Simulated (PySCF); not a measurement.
Si(Cl)2(F)(SiH3) (Cl2FH3Si2), SMILES F[Si]([SiH3])(Cl)Cl. Atoms are numbered in the order given.

```xyz
8

F     -0.3007     1.8788     0.0000
Si    -0.0825     0.2749     0.0000
Si     2.1807    -0.2710     0.0000
Cl    -1.0177    -0.4643     1.6767
Cl    -1.0177    -0.4643    -1.6767
H      2.8223     0.2899    -1.2243
H      2.8223     0.2899     1.2243
H      2.2876    -1.7587     0.0000
```
Charge 0, spin multiplicity 1.

The structure is a stationary point at r2SCAN-D4/def2-SVP. This is a generated structure with no PubChem entry under its InChIKey; it may be hypothetical.

Computed with TDDFT-CAM-B3LYP/def2-SVPD (PySCF 2.14.0).

Vertical excitations. Isolated molecule, no solvent. State labels are in the subgroup Cs.

List the lowest excited states. (The exact figures need the calculation; the answer reports its results.)


```tsv
state	symmetry	energy (eV)	λ (nm)	f	main pairs
S1	A'	7.23	172	0.070	HOMO→LUMO 77 %, HOMO→LUMO+1 16 %
S2	A"	7.47	166	0.048	HOMO→LUMO+2 84 %
S3	A'	7.75	160	0.298	HOMO→LUMO+1 66 %, HOMO→LUMO 15 %
S4	A"	8.01	155	0.055	HOMO−1→LUMO 77 %
S5	A"	8.14	152	0.006	HOMO−2→LUMO 81 %
S6	A'	8.28	150	0.025	HOMO−1→LUMO+2 75 %
S7	A"	8.31	149	0.007	HOMO−1→LUMO+1 72 %
S8	A'	8.31	149	0.008	HOMO→LUMO+3 72 %
S9	A'	8.52	146	0.014	HOMO−2→LUMO+2 61 %
S10	A"	8.68	143	0.031	HOMO−2→LUMO+1 42 %, HOMO−3→LUMO+2 22 %
T1	A'	6.31	196	0	HOMO→LUMO 80 %
T2	A"	6.51	190	0	HOMO→LUMO+2 90 %
T3	A'	6.97	178	0	HOMO→LUMO+1 55 %, HOMO→LUMO+3 22 %, HOMO→LUMO 11 %
T4	A"	7.45	167	0	HOMO−1→LUMO 73 %
```
Triplets are in the Tamm–Dancoff approximation, which puts them higher than full response would, so one can lie above its singlet here.
